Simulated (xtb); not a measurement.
C4H8O, charge -1, doublet, geometry from GFN2-xTB (a state made from the parent by changing its charge; the spin is typed, not shown lowest), atoms displaced at random by about 0.1 Å a coordinate. Base run: GFN1-xTB run with xtb.

Here is a job for xtb.
```
$ xtb mol.xyz --gfn 1 --chrg -1 --uhf 1 --opt --json

# file mol.xyz
13

C      1.87910840     0.60258721    -0.37269106
C      0.69704436    -0.44292512     0.40864523
C     -0.60684178    -0.46780054     0.04850528
C     -1.34474352     0.80267051     0.27024679
O     -0.77335905    -1.19671185    -0.93357682
H      2.70167006     0.68433850     0.07014449
H      1.39796430     1.50057199    -0.08198097
H      1.81330695     0.34887038    -1.19918056
H      1.09524056    -1.58700400     0.59487666
H      0.73099938    -0.02086365     1.56616055
H     -1.01827647     1.75801911    -0.14248967
H     -1.37721005     1.04995354     1.43871151
H     -2.40977755     0.74124730    -0.07137545
```

Each row names what was changed in the base input (with any setting that the change needs).

| change | ΔE vs base (kJ/mol) | optimiser steps |
|---|---|---|
| base | 0.00 | 17 |
| opt level = lax | 0.11 | 12 |
| engine = lbfgs | -0.01 | - |
| opt level = loose | 0.19 | 10 |
| engine = inertial | 0.20 | - |
| opt level = vtight | -0.07 | 35 |
| alpb = cs2 | -177.4 | 13 |
| alpb = hexane | -139.6 | 17 |
| opt level = sloppy | 0.31 | 9 |
| opt level = crude | 0.56 | 8 |
